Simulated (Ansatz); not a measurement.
System: C3H10Si, net charge 0, singlet state. 
Coordinates optimised at B3LYP-D3(BJ)/def2-TZVP (Ansatz, a program for electronic structure):
SMILES: C[SiH](C)C
```xyz
14

Si     0.0839    -0.0328     0.3680
C      1.6437    -0.3337    -0.6338
C     -1.2241    -1.3084    -0.0671
C     -0.5677     1.7000     0.0512
H      0.4134    -0.1615     1.8143
H      2.4215     0.3905    -0.3820
H      2.0455    -1.3325    -0.4498
H      1.4412    -0.2475    -1.7043
H     -0.8673    -2.3224     0.1259
H     -1.4931    -1.2448    -1.1244
H     -2.1338    -1.1577     0.5181
H     -0.8214     1.8334    -1.0034
H     -1.4670     1.8980     0.6383
H      0.1753     2.4562     0.3137
```

Parts of the frozen-core correlation energy in aug-cc-pV(T+d)Z (Ansatz, hartree). Frozen orbitals: 8; correlated occupied orbitals by spin: 13 and 13; virtual: 402 and 402. No spin-orbit coupling. Non-relativistic.

```csv
term,value
reference (HF),-408.45067
MP2 opposite-spin,?
MP2 same-spin,-0.13893
CCSD correlation,?
(T),?
T1 diagnostic,0.009
largest doubles amplitude,0.019
```

Question: What belongs in the gaps?

Answer: 
- MP2 opposite-spin, value: -0.54309
- CCSD correlation, value: -0.73830
- (T), value: -0.02794
